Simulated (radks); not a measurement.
Question: The mean radii <r> (bohr) of the occupied orbitals of an atom or ion are listed with their occupations. Calculated with a radial shooting solver on a logarithmic mesh with Libxc functionals: scalar-relativistic Kohn-Sham, r2SCAN, spin-unpolarised, spherical densities, finite nucleus; meta-GGA in the generalised Kohn-Sham scheme; Fermi nuclear charge, rms radius of each element as measured or else 0.836 A^(1/3) + 0.57 fm.

orbital  occ.      <r>
1s          2  0.02037
2s          2  0.08645
2p          6  0.07673
3s          2   0.2251
3p          6   0.2243
3d         10   0.2039
4s          2   0.5063
4p          6   0.5357
4d         10   0.5765
5s          2    1.197
5p          6    1.372
4f          9   0.7035
5d          2    1.897

Name the element and its charge.

Answer: Z = 68, erbium, charge +3: Er3+ in [Xe] 4f9 5d2. The 1s radius gives Z: for a bare nucleus <r> = (2 gamma + 1)/(2Z) with gamma = sqrt(1 - (Z/c)^2), 0.02012 bohr for Z = 68, and screening makes it slightly larger (0.02037 here). The occupations add up to 65, and the charge is Z minus that.
